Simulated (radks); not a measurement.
Results of a calculation; reference values are marked as such.
Q: Successive ionisation energies (eV) of one element, from differences of total energies of ions in their ground configurations, starting at charge 0: 7.462, 16.005, 34.166, 52.513, 73.094, 95.611, 119.85, 195.33, 221.38, 247.83, 283.62. Level of theory: non-relativistic Kohn-Sham, BLYP, spin-polarised, spherical densities, point nucleus; open shells are filled with parallel spins first (a radial shooting solver on a logarithmic mesh with Libxc functionals). Which element is it?

A: Manganese (Z = 25). The first species listed is Mn in [Ar] 3d5 4s2, the last Mn10+ in [Ne] 3s2 3p3.
